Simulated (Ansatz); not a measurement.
The cluster AlCu₂⁺. The state is a singlet with charge 1. Geometry PBE-D4/def2-TZVP.

| atom | x (Å) | y (Å) | z (Å) |
| --- | --- | --- | --- |
| Cu1 | -2.1269 | 0.5146 | 0.6946 |
| Cu2 | 2.1269 | -0.5147 | -0.6946 |
| Al3 | 0.0000 | 0.0000 | 0.0000 |

HSE06 is defined as in plane-wave codes, on full-range PBE exchange. The structure comes from a short search, and lower isomers may exist.

(1) Estimate the orbital energies around the gap (eV) in Ansatz with PBE-D4/def2-SVP, revPBE-D4/def2-TZVP, B97M-V/def2-TZVP, PBE0-D4/def2-SVP, HSE06-D4/def2-TZVP.

## Answers

(1) 
```
orbital  PBE-D4/def2-SVP  revPBE-D4/def2-TZVP  B97M-V/def2-TZVP  PBE0-D4/def2-SVP  HSE06-D4/def2-TZVP
HOMO−13           -74.72               -74.89            -77.52            -79.32              -79.13
HOMO−12           -74.49               -74.64            -77.27            -79.11              -78.92
HOMO−11           -13.70               -13.93            -14.15            -14.79              -14.72
HOMO−10           -11.29               -11.73            -11.93            -12.88              -13.04
 HOMO−9           -10.77               -11.27            -11.43            -12.56              -12.72
 HOMO−8           -10.77               -11.27            -11.43            -12.56              -12.72
 HOMO−7           -10.65               -11.18            -11.35            -12.46              -12.65
 HOMO−6           -10.65               -11.18            -11.35            -12.46              -12.65
 HOMO−5           -10.53               -10.97            -11.14            -12.32              -12.53
 HOMO−4           -10.30               -10.90            -11.12            -12.32              -12.53
 HOMO−3           -10.30               -10.90            -11.12            -12.32              -12.52
 HOMO−2           -10.30               -10.89            -11.11            -12.32              -12.52
 HOMO−1           -10.30               -10.89            -11.11            -12.19              -12.29
   HOMO            -9.87               -10.18            -10.27            -10.54              -10.50
   LUMO            -7.45                -7.62             -7.55             -6.63               -7.18
 LUMO+1            -7.45                -7.57             -7.44             -6.63               -7.18
 LUMO+2            -7.42                -7.57             -7.44             -6.37               -7.01
 LUMO+3            -5.74                -5.93             -5.92             -4.75               -5.37
 LUMO+4            -3.64                -4.44             -4.29             -2.43               -3.83
 LUMO+5            -3.64                -4.44             -4.29             -2.43               -3.83
```
